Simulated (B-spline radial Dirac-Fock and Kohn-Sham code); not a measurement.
ΔSCF core binding energies without Breit or QED terms, calculated with an atomic code on a B-spline grid.

A sound run for the free silicon atom, 1s2 2s2 2p6 3s2 3p2: The ground state converged in 10 iterations, with total energy -289.46134 Ha, virial ratio 1.99567 and highest orbital energy -7.56 eV. ΔSCF binding energies: K (1s) 1850.1 eV, L3 (2p3/2) 107.9 eV. Holes are computed only in closed shells, and unreliable hole states are left out.

A second run, with one unsound setting: The ground state had not converged after 77 iterations, with total energy -289.46106 Ha, virial ratio 1.99500 and highest orbital energy -7.52 eV. ΔSCF binding energies: K (1s) 1850.1 eV, L3 (2p3/2) 107.9 eV (not all states converged, so these are not final). Holes are computed only in closed shells, and unreliable hole states are left out.

```
iter   energy (Ha)        error
   1     -288.64851276  5.41e-01
   2     -289.38622088  7.54e-02
   3     -289.39186336  7.23e-02
   4     -289.39707779  6.93e-02
   5     -289.40189703  6.65e-02
   6     -289.40635140  6.38e-02
   7     -289.41046884  6.12e-02
   8     -289.41427509  5.87e-02
   9     -289.41779392  5.63e-02
  17     -289.43790255  4.03e-02
  25     -289.44867280  2.88e-02
  33     -289.45445941  2.06e-02
  41     -289.45757905  1.47e-02
  49     -289.45926796  1.05e-02
  57     -289.46018716  7.52e-03
  65     -289.46069079  5.38e-03
  73     -289.46096899  3.84e-03
  77     -289.46105772  3.25e-03
```

Q: Which fault fits the second run best?
A. too few quadrature points
B. mesh too coarse
C. damping too heavy
D. functional not served

A: C. The input had damp = 0.97; ndamp = 100: damp is so close to 1 that the orbitals hardly move in each step.
